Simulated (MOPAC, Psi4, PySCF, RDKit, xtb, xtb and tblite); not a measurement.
Two geometries of C8H6O2, SMILES o1cccc1-c1occc1, relaxed at GFN2-xTB with one dihedral held; other torsions can differ between them too.

Structure A

```
16

C      2.8849    -0.5188    -0.3427
C      2.6926     0.7504     0.1103
O      1.3836     1.0502     0.1537
C      0.7123    -0.0438    -0.2715
C     -0.7223     0.0039    -0.3497
C     -1.6205     0.9106     0.1557
C     -2.8964     0.4682    -0.2575
C     -2.6846    -0.6635    -0.9836
O     -1.3740    -0.9518    -1.0499
C      1.5978    -1.0410    -0.5972
H      3.8216    -1.0192    -0.4785
H      3.3787     1.5126     0.4219
H     -1.3874     1.7718     0.7467
H     -3.8386     0.9293    -0.0433
H     -3.3572    -1.3291    -1.4869
H      1.3487    -2.0150    -0.9638
```

Structure B

```
16

C      2.8614    -0.5434    -0.3510
C      2.7225     0.7109     0.1603
O      1.4313     1.0694     0.2003
C      0.7143     0.0403    -0.3025
C     -0.7239     0.1171    -0.3438
C     -1.6631    -0.8841    -0.3357
C     -2.9171    -0.2454    -0.4523
C     -2.6522     1.0876    -0.5343
O     -1.3325     1.3162    -0.4771
C      1.5546    -0.9889    -0.6474
H      3.7748    -1.0820    -0.4980
H      3.4395     1.4228     0.5182
H     -1.4757    -1.9333    -0.2409
H     -3.8796    -0.7137    -0.4723
H     -3.2932     1.9412    -0.6325
H      1.2705    -1.9290    -1.0722
```

Problem. Which is lower in energy at the level B3LYP-D3(BJ)/def2-SVP // GFN2-xTB (Psi4), and by how much?

Solution. A is lower, by 2.03 kcal/mol (dihedral O3–C4–C5–O9: 165° in A, 30° in B).

E(B) − E(A) in kcal/mol at the other levels, on the same two geometries: GFN2-xTB (xtb and tblite) 1.48; MMFF94 // GFN2-xTB (RDKit) 2.93; B3LYP/def2-SVP // GFN2-xTB (Psi4) 2.07; PBE/def2-SVP // GFN2-xTB (Psi4) 1.98; PBE-D3(BJ)/def2-SVP // GFN2-xTB (Psi4) 1.95; UFF // GFN2-xTB (RDKit) -0.24; PM6, restricted, heats of formation // GFN2-xTB (MOPAC) 1.01; AM1, restricted, heats of formation // GFN2-xTB (MOPAC) 0.36; GFN1-xTB // GFN2-xTB (xtb) 2.69; restricted B3LYP/6-31G*, spherical d, density fitting // GFN2-xTB (PySCF) 1.86; restricted B3LYP/LANL2DZ, density fitting // GFN2-xTB (PySCF) 2.59; restricted LDA (SVWN5)/6-31G*, spherical d, density fitting // GFN2-xTB (PySCF) 1.81; restricted Hartree-Fock/STO-3G // GFN2-xTB (PySCF) 1.44.
